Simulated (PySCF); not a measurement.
C₆H₉F₂N.
Geometry (GFN2-xTB, Å), atoms numbered from 1 in this order:
```xyz
18
C6H9F2N angstrom
F     -1.4226   -2.2187   -0.2859
C     -1.3717   -0.9484   -0.7704
F     -0.8688   -1.0596   -2.0278
C     -0.5073   -0.0661    0.0933
C      0.9054   -0.5640    0.2219
C      1.9399   -0.1455   -0.7526
N      1.9043    0.4149    0.5788
C     -0.7709    1.4121    0.0680
C     -1.1606    0.6104    1.2684
H     -2.4083   -0.5876   -0.8592
H      0.9729   -1.5683    0.6361
H      2.7178   -0.8485   -1.0245
H      1.6584    0.5411   -1.5388
H      2.6260    0.0676    1.2014
H      0.0944    2.0496    0.1506
H     -1.5461    1.7828   -0.5852
H     -0.5648    0.7156    2.1607
H     -2.2067    0.4186    1.4535
```

Mulliken charges (e) from the PBE0/pcSseg-1 density (PySCF), one withheld:

```csv
atom,bonded to,charge
F1,C2,?
C2,F1 F3 C4 H10,+0.6676
F3,C2,-0.3044
C4,C2 C5 C8 C9,-0.5053
C5,C4 C6 N7 H11,-0.0679
C6,C5 N7 H12 H13,-0.0117
N7,C6 C5 H14,-0.3855
C8,C4 C9 H15 H16,-0.1258
C9,C8 C4 H17 H18,-0.1222
H10,C2,+0.0717
H11,C5,+0.1185
H12,C6,+0.1251
H13,C6,+0.1285
H14,N7,+0.1805
H15,C8,+0.1553
H16,C8,+0.1247
H17,C9,+0.1347
H18,C9,+0.1253
```

Question: What is the charge on F1?

Answer: The charges add up to the total charge, 0. The others sum to +0.3091, which leaves -0.3091 e for F1 (fluorine of a CF2 group); the computed value is -0.3092, the difference coming from rounding.

Question: Add each hydrogen's charge to the atom that carries it.

Answer: C2 +0.7393, C5 +0.0506, C6 +0.2419, N7 -0.2050, C8 +0.1542, C9 +0.1378. Atoms without hydrogen keep their charges.

Question: Across which bond do the charges differ most?

Answer: C2–C4: +0.6676 on C2 against -0.5053 on C4, a difference of 1.1729 e.

Question: Take the bonds between elements whose Pauling electronegativities differ by more than 0.25. In how many does the more electronegative atom carry the lower charge?

Answer: In 12 of 13; it doesn't in C2–H10.

Question: How much positive and how much negative charge does this set hold in all?

Answer: +1.8319 e on 10 atoms and -1.8320 e on 8.

The Mulliken scheme gives each basis function's population to the atom it is centred on and halves the overlap population of two atoms between them. Isolated species at its GFN2-xTB geometry (one conformer only).

The run behind these numbers computed NMR shieldings as well. Hardware: Arm Neoverse V1, one thread, shared host. Cost: 48 s.
